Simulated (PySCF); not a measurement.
Species: H9NSi3Te.
Z-matrix (Å and degrees, PBE0-D3(BJ)/def2-SVP geometry), rows numbered from 1:
```
Si
N   1  1.7579
Si  2  1.7653  1  118.16
Si  2  1.7445  1  123.23  3   179.01
Te  4  2.5181  2  110.14  1  -122.65
H   1  1.4952  2  109.27  3   -43.65
H   1  1.4950  2  111.71  3    75.82
H   1  1.4916  2  108.94  3  -163.47
H   3  1.4952  2  107.77  1   -35.13
H   3  1.4923  2  112.09  1    84.27
H   3  1.4922  2  108.91  1  -154.26
H   4  1.4928  2  112.60  1   120.16
H   4  1.4903  2  107.75  1    -1.60
H   5  1.6635  4   90.78  2  -124.71
```

Method: PySCF 2.14.0, PBE0-D3(BJ)/def2-SVP geometry optimisation, gas phase, def2 core potentials past Kr.

Masses are those of the commonest isotopes; rigid-rotor values at the optimised geometry. The values belong to one conformer with, in the numbering `[SiH3:1][N:2]([SiH3:3])[SiH2:4][TeH:5]`, Si1–N2–Si4–Te5 -123°, N2–Si4–Te5–H -125°.

Q: Give the principal moments of inertia and the rotational constants in MHz.

A: Ia = 205.52, Ib = 904.65, Ic = 1005.32 u·Å²; 505379 MHz·u·Å²/I gives A = 2459, B = 558.6, C = 502.7 MHz.

Q: What kind of rotor is it?

A: A near-prolate asymmetric top: κ = (2 × 558.6 − 2459 − 502.7)/(2459 − 502.7) = -0.94.

Q: What does the inertial defect say?

A: Not planar: Δ = Ic − Ia − Ib = -104.85 u·Å². For a rigid frame Δ = −2 Σ m c², so Σ m c² = 52.43 u·Å² lies off the ab plane: 15.31 from hydrogen and 37.11 from heavier atoms. The atom farthest from that plane is 2.38 Å away.

Q: Where do the levels up to J = 5 lie, in K?

A: Above 0(0,0), as E/k:
J = 1: 1(0,1) 0.051, 1(1,1) 0.142, 1(1,0) 0.145
J = 2: 2(0,2) 0.153, 2(1,2) 0.241, 2(1,1) 0.249, 2(2,1) 0.523, 2(2,0) 0.523
J = 3: 3(0,3) 0.305, 3(1,3) 0.390, 3(1,2) 0.406, 3(2,2) 0.676, 3(2,1) 0.676, 3(3,1) 1.139, 3(3,0) 1.139
J = 4: 4(0,4) 0.508, 4(1,4) 0.588, 4(1,3) 0.615, 4(2,3) 0.880, 4(2,2) 0.880, 4(3,2) 1.342, 4(3,1) 1.342, 4(4,1) 1.990, 4(4,0) 1.990
J = 5: 5(0,5) 0.762, 5(1,5) 0.836, 5(1,4) 0.876, 5(2,4) 1.134, 5(2,3) 1.136, 5(3,3) 1.597, 5(3,2) 1.597, 5(4,2) 2.245, 5(4,1) 2.245, 5(5,1) 3.078, 5(5,0) 3.078
Those of J = 1 are B + C, A + C and A + B.

Q: Predict some low-J microwave lines.

A: The dipole components are |μa| = 0.56 D, |μb| = 0.03 D, |μc| = 0.45 D. Intensities carry the squares of the components, which stand as 1.00 : 0.00 : 0.64 (a : b : c). Some of the stronger lines:

```
type  branch         J(Ka,Kc)    MHz  lower level (cm⁻¹)
   a       R  1(0,1) ← 0(0,0)   1061               0.000
   c       Q  5(1,5) ← 5(0,5)   1543               0.530
   c       Q  4(1,4) ← 4(0,4)   1664               0.353
   c       Q  2(1,2) ← 2(0,2)   1846               0.106
   c       Q  1(1,1) ← 1(0,1)   1900               0.035
   a       R  2(1,2) ← 1(1,1)   2067               0.099
   a       R  3(2,1) ← 2(2,0)   3189               0.364
   a       R  4(1,4) ← 3(1,3)   4131               0.271
   c       R  2(1,1) ← 1(0,1)   4135               0.035
   a       R  4(2,2) ← 3(2,1)   4257               0.470
   a       R  5(1,5) ← 4(1,4)   5162               0.409
   c       R  3(1,2) ← 2(0,2)   5281               0.106
   a       R  5(0,5) ← 4(0,4)   5283               0.353
   a       R  5(2,4) ← 4(2,3)   5304               0.611
   a       R  5(4,2) ← 4(4,1)   5309               1.383
   a       R  5(3,2) ← 4(3,1)   5311               0.933
   a       R  5(1,4) ← 4(1,3)   5441               0.428
   c       Q  4(2,3) ← 4(1,3)   5508               0.428
   c       R  4(1,3) ← 3(0,3)   6456               0.212
   c       R  2(2,0) ← 1(1,0)   7881               0.101
   c       R  2(2,1) ← 1(1,1)   7936               0.099
   c       R  3(2,2) ← 2(1,2)   9053               0.168
   c       Q  5(3,3) ← 5(2,3)   9610               0.790
   c       R  4(2,3) ← 3(1,3)  10198               0.271
   c       R  4(4,0) ← 3(3,0)  17744               0.791
   c       R  5(4,1) ← 4(3,1)  18806               0.933
   c       R  5(5,1) ← 4(4,1)  22663               1.383
```

No PBE0-D3(BJ)/def2-SVP frequencies stand behind this structure, so it isn't proved a minimum. These are rigid-rotor constants of the computed structure; measured ground-state constants (B0) also hold zero-point vibration. A rigid rotor knows nothing of internal rotation, which can split or shift real lines. Quadrupole hyperfine structure (14N) is left out.
